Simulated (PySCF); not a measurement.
**Correlation energy of Xe⁺ (xenon, charge +1)**

[Kr] 4d10 5s2 5p5, 2P determinant. Calculation: PySCF 2.14, in x2c-TZVPall; the spin-free X2C one-electron Hamiltonian (Gaussian nucleus). Frozen: [Kr] 4d10; 7 electrons correlated.

MP2 pair energies summed by pair of shells (mhartree):

```json
{"pair": "5p-5p", "energy": "-64.56", "share (%)": "61.7"}
{"pair": "5s-5p", "energy": "-34.23", "share (%)": "32.7"}
{"pair": "5s-5s", "energy": "-5.91", "share (%)": "5.6"}
```

Total MP2 correlation energy: -104.70 mhartree.

Same-spin part -23.63 and opposite-spin part -81.07 mhartree; SCS-MP2 scales them by 1/3 and 6/5 to -105.17 mhartree.
